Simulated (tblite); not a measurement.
Compound: 2-chlorobenzenesulfonyl chloride, C₆H₄Cl₂O₂S.
SMILES with atom numbers: `[O:1]=[S:2](=[O:3])([Cl:4])[c:5]1[cH:6][cH:7][cH:8][cH:9][c:10]1[Cl:11]` (hydrogens: H12 on C6; H13 on C7; H14 on C8; H15 on C9)

Geometry (GFN2-xTB, Å), atoms numbered from 1 in this order:
```
atom  x, y, z in Å
O1     2.6708    0.5844    1.5469
S2     2.3280    0.2875    0.1967
O3     2.8042    1.1173   -0.8584
Cl4    3.0891   -1.5582   -0.1713
C5     0.5614    0.0054    0.0353
C6    -0.0154   -1.2102   -0.2620
C7    -1.3972   -1.2864   -0.3601
C8    -2.1736   -0.1542   -0.1638
C9    -1.5889    1.0651    0.1355
C10   -0.2058    1.1405    0.2367
Cl11   0.6142    2.5953    0.6045
H12    0.6052   -2.0788   -0.4154
H13   -1.8641   -2.2302   -0.5916
H14   -3.2477   -0.2195   -0.2449
H15   -2.1845    1.9499    0.2900
```

Level: GFN2-xTB in tblite, geometry and Hessian alike; calculated harmonic values, unscaled, isolated species. Against measured fundamentals such values can be off by several per cent, at times by over 20. One conformer, not necessarily the lowest.

Problem. How many normal modes are there?

Solution. 15 atoms, non-linear: 3N − 6 = 39.

Problem. What is the point group of the computed structure, and how do the modes divide by symmetry?

Solution. Cs. The vibrations span 26 a′ + 13 a″.

Problem. How many distinct wavenumbers does the calculation give?

Solution. 39: Cs has no degenerate species.

Problem. How many fundamentals are allowed in the infrared by symmetry?

Solution. 39 of 39: in Cs every mode is allowed. All fundamentals are allowed in the Raman spectrum.

Problem. What zero-point energy do the modes add up to?

Solution. ½Σν̃ = 19454 cm⁻¹ = 2.412 eV (39 modes), 0.965 eV of it from above 1550 cm⁻¹.

Problem. How far is the lowest real mode excited at 298.15 K, as a harmonic oscillator?

Solution. 56.8 cm⁻¹ is a vibrational temperature θ of 82 K. The population of v = 1 over v = 0 is exp(−θ/T) = 0.76, and the mean quantum number is 3.2.
